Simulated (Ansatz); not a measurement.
`[OH][GaH][GeH3]` + H–F → `[F][GeH3]` + `[OH][GaH2]` at 600 K and 1 bar (cleavage of the Ge–Ga bond).

Computed with Ansatz on PBE0-D4/def2-TZVP structures; ΔE is electronic, products minus reactants. CCSD(T)/CBS adds triple-zeta CCSD(T) − MP2 to the extrapolated MP2 energy (def2 sets, frozen cores). This one scheme is used for every species. For Ga, Ge outer-core shells are correlated without core-valence functions, which leaves a few kJ/mol of doubt a bond. Scalar relativity is left out up to krypton. Each species was taken in one conformer, which may not be the lowest.

```json
{"species": "`[OH][GaH][GeH3]`", "CCSD(T)/CBS energy (Eh)": "-4078.25778", "H − E (kJ/mol)": "169.4", "S (J/(mol·K))": "428.7"}
{"species": "H–F", "CCSD(T)/CBS energy (Eh)": "-100.39570", "H − E (kJ/mol)": "42.3", "S (J/(mol·K))": "194.0"}
{"species": "`[F][GeH3]`", "CCSD(T)/CBS energy (Eh)": "-2177.72589", "H − E (kJ/mol)": "97.6", "S (J/(mol·K))": "296.3"}
{"species": "`[OH][GaH2]`", "CCSD(T)/CBS energy (Eh)": "-2000.92981", "H − E (kJ/mol)": "103.5", "S (J/(mol·K))": "310.5"}
```

H − E and S are ideal-gas, rigid-rotor, harmonic terms from PBE0-D4/def2-TZVP, for one conformer and one mirror image of each species. 1 Eh = 2625.50 kJ/mol, R = 8.31446 J/(mol·K).

**Question.** By hand: ΔE, ΔH, ΔS and ΔG.

**Answer.** ΔE = (-2177.72589) + (-2000.92981) − (-4078.25778) − (-100.39570) = -0.00222 Eh = -5.8 kJ/mol. Δ(H − E) = 97.6 + 103.5 − 169.4 − 42.3 = -10.6, so ΔH = -16.4 kJ/mol. ΔS = 296.3 + 310.5 − 428.7 − 194.0 = -15.9 J/(mol·K). ΔG = -16.4 − 600 × (-15.9)/1000 = -6.9 kJ/mol.

**Question.** By hand: the equilibrium constant, and the temperature at which ΔG would vanish if ΔH and ΔS stayed fixed.

**Answer.** log₁₀ K = −ΔG/(RT ln 10) = 0.6. ΔG = 0 at ΔH/ΔS = 1031 K, though so small a ΔS makes that figure unsure.

TΔS isn't small against ΔH here. A doubt of 5 kJ/mol in ΔE shifts log₁₀ K by 0.4 here. Other conformers and mirror images would add mixing entropy, several J/(mol·K) or more a flexible species. Modes under 60 cm⁻¹, often nearly free rotors, make the harmonic entropy too high. These are equilibria of isolated gas molecules and say nothing of rates. Largest T1 diagnostic: 0.015 (customary marks: 0.02 for closed shells, 0.045 for open ones).
